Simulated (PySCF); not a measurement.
## Spinor energies of Ar⁺ (argon, charge +1)

Start: [Ne] 3s2 3p5; 3p1/2 filled at m_j = -1/2, +1/2; 3p3/2 filled at m_j = -1/2, +1/2, +3/2. Calculated with PySCF 2.14 in x2c-TZVPPall-2c: generalised Hartree-Fock with the X2C-1e Hamiltonian and a Gaussian nucleus; one run each with spin-orbit coupling (SO) switched off, then screened by Boettger's factors.

```csv
spinor shell,electrons,"ε, spin-free (eV)","ε, screened SO (eV)",weight of nominal j (screened SO),"rms radius, screened SO (bohr)"
1s1/2,2,-3254.7,-3254.7,1.000,0.0991
2s1/2,2,-351.67,-351.65,1.000,0.446
2p1/2,2,-274.49,-276.25,0.993,0.415
2p3/2,4,-274.49,-273.59,0.997,0.418
3s1/2,2,-46.882,-46.874,0.999,1.48
3p1/2,2,-28.490,-28.511,0.637,1.70
3p3/2,3,-28.490,-28.488,0.758,1.70
```

| quantity | spin-free | screened SO |
| --- | --- | --- |
| E (hartree) | -528.07374 | -528.07759 |
| M_J | 3/2 | 3/2 |
| ⟨J²⟩ | 3.761 | 3.761 |
| ⟨L²⟩ | 2.008 | 2.008 |
| ⟨S²⟩ | 0.753 | 0.753 |

Each row is a mean over spinors that exchange with the open shell spreads, by up to 3.841 eV (3s1/2).

Rows whose weight is well below 1 are mixtures of j = l ± 1/2: exchange outweighs spin-orbit coupling there, and the label is only the starting occupation.

Without spin-orbit coupling the j labels of p, d and f shells carry no meaning; the spin-free column gives the mean over the occupied spinors of each nl shell.
